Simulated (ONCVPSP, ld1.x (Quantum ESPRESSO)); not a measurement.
Potentials for arsenic (As) compared

Generated with ld1.x 7.5 (TM, RRKJ, ultrasoft, PAW), atompaw 4.2 or ONCVPSP 4.0.1. The cutoff is in Ry: for ld1.x and atompaw files where the sum of valence levels is converged to 10 mRy in a Bessel basis, for ONCV files where the hardest occupied wave has 1 mHa per electron of residual kinetic energy. The error is the largest all-electron minus pseudo excitation energy over each file’s own four to seven test configurations (ionisations up to +4, promotions, holes and added fractions of an electron), all of which were solved. The labels leave out finer settings (local radius, basis sizes, second energies), which also bear on the numbers. Spin-polarised tests are not counted. The rows are a selection from randomly drawn settings: files with unsolved tests, undetermined cutoffs or missed reference levels are left out.

A true bound ghost makes a file unfit for plane-wave use even where its test errors are small: the radial tests pick states by their node count and pass the ghost by.

| potential | cutoff (Ry) | largest error (meV) | bound ghosts |
| --- | --- | --- | --- |
| ONCV, PBEsol, scalar-relativistic, rc 0.95/1.25/0.60 (spd), local smoothed, core correction yes, reference 3s2 3p6 3d10 4s2 4p2, qcut 12.8/10.5/18.9, projectors 2/3/2 | 440 | -5.4 | none |
| ONCV, PBE, fully relativistic, rc 1.70/1.75/0.90 (spd), local smoothed, core correction yes, reference 3d10 4s2 4p3, qcut 3.2/5/21.1, projectors 2/3/3 | 301 | -52 | s, p3/2, p1/2 |
| ONCV, BLYP, fully relativistic, rc 1.55/1.90 (sp), local smoothed, core correction no, reference 4s1.75 4p3.25, qcut 4/3.4, projectors 1/2 | 33 | +49 | none |
| ONCV, Wu-Cohen, scalar-relativistic, rc 1.65/1.55/1.15 (spd), local smoothed, core correction no, reference 3d10 4s2 4p1, qcut 3.8/6.4/13.3, projectors 1/2/2 | 147 | -11 | s |
| ONCV, PBE, non-relativistic, rc 1.55/1.85/0.90 (spd), local smoothed, core correction yes, reference 3d10 4s2 4p3, qcut 3.3/5.1/17.4, projectors 1/3/2 | 248 | +14 | s, p |
| ONCV, PBEsol, scalar-relativistic, rc 1.80/1.70/0.95 (spd), local d, core correction yes, reference 3d10 4s2 4p3, qcut 3.2/4.6/20.1, projectors 2/2/0 | 277 | -38 | s, p |
| ONCV, BLYP, scalar-relativistic, rc 1.60/1.60 (sp), local smoothed, core correction yes, reference 4s1.75 4p3.25, qcut 3.3/4.8, projectors 3/1 | 79 | +6.0 | s |
| PAW, revPBE, scalar-relativistic, rc 1.65/1.45/0.95 (spd), local smoothed, core correction yes, reference 3d10 4s2 4p3 | 180 | -27 | none |

(1) Fill in the row for As: ONCV, LDA (Perdew-Wang 92), scalar-relativistic, rc 0.80/1.10/0.85 (spd), local smoothed, core correction yes, reference 3s2 3p6 3d10 4s2 4p1, qcut 11.8/11/16.7, projectors 2/2/2.

Answers

(1) cutoff 269 Ry, largest error -6.9 meV, bound ghosts: none.
